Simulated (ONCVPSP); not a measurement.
**Reading a pseudo-wave (Co)**

Columns: radius, all-electron u(r) and pseudo u(r) of the 3p shell (level -64.98 eV) of cobalt in the configuration [Ne] 3s2 3p6 3d7 4s2; PBEsol, non-relativistic, ONCV scheme, ONCVPSP 4.0.1.

```csv
r (bohr),all-electron,pseudo
0.075,-0.4462,0.0404
0.150,-0.6144,0.1545
0.225,-0.3482,0.3247
0.300,0.0854,0.5255
0.375,0.5033,0.7290
0.450,0.8277,0.9098
0.525,1.0405,1.0486
0.600,1.1544,1.1360
0.675,1.1901,1.1700
0.750,1.1707,1.1573
0.825,1.1150,1.1084
0.900,1.0378,1.0353
0.975,0.9495,0.9489
1.050,0.8576,0.8575
1.125,0.7669,0.7669
1.200,0.6804,0.6804
1.275,0.5999,0.5999
1.350,0.5263,0.5263
1.425,0.4597,0.4597
1.500,0.4003,0.4003
1.575,0.3475,0.3475
1.650,0.3010,0.3010
1.725,0.2602,0.2602
1.800,0.2245,0.2245
1.875,0.1935,0.1935
1.950,0.1665,0.1665
```

How many radial nodes do the two functions have?

The all-electron 3p function has n − l − 1 = 1; the pseudo-wave has 0, since the states of the same l below it are removed with the core.

At about which radius was the pseudo-wave matched?

1.15 bohr. The columns agree to 0.0005 from 1.05 bohr on; several derivatives are matched, so the curves merge somewhat inside the radius.

Where does each function peak?

Outermost all-electron maximum near 0.68 bohr, pseudo maximum near 0.68 bohr (to the table’s step).

Is the pseudo-wave norm-conserving?

Yes: the ONCV scheme keeps the norm inside the radius equal to the all-electron one, which fixes the energy derivative of the logarithmic derivative at the level.
